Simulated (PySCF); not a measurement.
Compound: (Cl)3Hf-NH-SiH3 (singlet state).
Z-matrix (Å and degrees, PBE0-D3(BJ)/def2-SVP geometry), rows numbered from 1:
```
Hf
Cl  1  2.3400
Cl  1  2.3438  2  111.09
Cl  1  2.3514  2  108.99  3  -126.85
N   1  2.0028  2  106.68  3   115.62
Si  5  1.7593  1  124.48  2    57.68
H   5  1.0216  1  120.21  2  -119.06
H   6  1.4928  5  111.34  1   124.90
H   6  1.4932  5  111.70  1  -112.88
H   6  1.4935  5  105.29  1     5.69
```

Method: PySCF 2.14.0, PBE0-D3(BJ)/def2-SVP geometry optimisation, gas phase, def2 core potentials past Kr.

Take the most abundant isotopes and a rigid rotor. 

**Question.** Give the principal moments of inertia and the rotational constants in GHz.

**Answer.** Ia = 494.77, Ib = 723.67, Ic = 750.61 u·Å²; 505379 MHz·u·Å²/I gives 1021, 698.4 and 673.3 MHz, that is A = 1.0214, B = 0.6984, C = 0.6733 GHz.

**Question.** Classify the top.

**Answer.** An asymmetric top: κ = (2 × 698.4 − 1021 − 673.3)/(1021 − 673.3) = -0.86.

**Question.** What does the inertial defect say?

**Answer.** Not planar: Δ = Ic − Ia − Ib = -467.83 u·Å². For a rigid frame Δ = −2 Σ m c², so Σ m c² = 233.91 u·Å² lies off the ab plane: 8.17 from hydrogen and 225.74 from heavier atoms. The atom farthest from that plane is 2.15 Å away.

**Question.** Give the other two planar moments, Paa and Pbb, and the rms extents of the mass along the axes.

**Answer.** Paa = Σ m a² = (Ib + Ic − Ia)/2 = 489.76 and Pbb = Σ m b² = (Ia + Ic − Ib)/2 = 260.86 u·Å². With the mass M = 330.86 u, the rms extents √(P/M) along a, b and c are 1.22, 0.89, 0.84 Å.

**Question.** Which types of transition are allowed, and where do some lines up to J = 2 fall?

**Answer.** The dipole components are |μa| = 1.60 D, |μb| = 0.61 D, |μc| = 1.99 D. The squared components, which scale the intensities, stand as 0.64 : 0.09 : 1.00 (a : b : c). Some lines, for components of 0.1 D or more:

| type | branch | J(Ka,Kc) | MHz | lower level (cm⁻¹) |
| --- | --- | --- | --- | --- |
| c | Q | 2(2,1) ← 2(1,1) | 969 | 0.150 |
| b | Q | 2(2,1) ← 2(1,2) | 1044 | 0.147 |
| b | R | 2(0,2) ← 1(1,1) | 2419 | 0.057 |
| a | R | 2(1,2) ← 1(1,1) | 2718 | 0.057 |
| a | R | 2(0,2) ← 1(0,1) | 2742 | 0.046 |
| b | R | 2(1,2) ← 1(0,1) | 3041 | 0.046 |
| c | R | 2(1,1) ← 1(0,1) | 3117 | 0.046 |
| b | R | 2(2,1) ← 1(1,0) | 3738 | 0.057 |
| c | R | 2(2,0) ← 1(1,0) | 3739 | 0.057 |
| b | R | 2(2,0) ← 1(1,1) | 3764 | 0.057 |

Whether it is a minimum is left open (no frequencies). These are rigid-rotor constants of the computed structure; measured ground-state constants (B0) also hold zero-point vibration. A rigid rotor knows nothing of internal rotation, which can split or shift real lines. Quadrupole hyperfine structure (14N, 35Cl) is left out.
